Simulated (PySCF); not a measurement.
CCl₃, SMILES Cl[C](Cl)Cl, multiplicity 2.

Geometry optimised at B3LYP-D3(BJ)/def2-SVP. The isomer is the one that the SMILES or the coordinates give; other isomers of the formula were not compared.

Two levels are set side by side: PBE/def2-TZVPD (PySCF) and PBE0/def2-TZVPD (PySCF). Same geometry, gas phase. Differences are taken from unrounded values.

```tsv
quantity	PBE0	PBE	PBE minus PBE0
α-spin orbital gap (eV)	5.38	2.91	-2.47
β-spin orbital gap (eV)	6.54	4.05	-2.50
dipole moment (D)	0.10	0.13	0.03
mean polarisability (bohr³)	57.1	60.1	3.0
```

PBE's more diffuse valence density responds more strongly to a field. Differences between two approximate levels are no errors against the true value.

Rough cost on one machine, each run with all the roots and properties that it gave: PBE0 against PBE within a factor of 2.
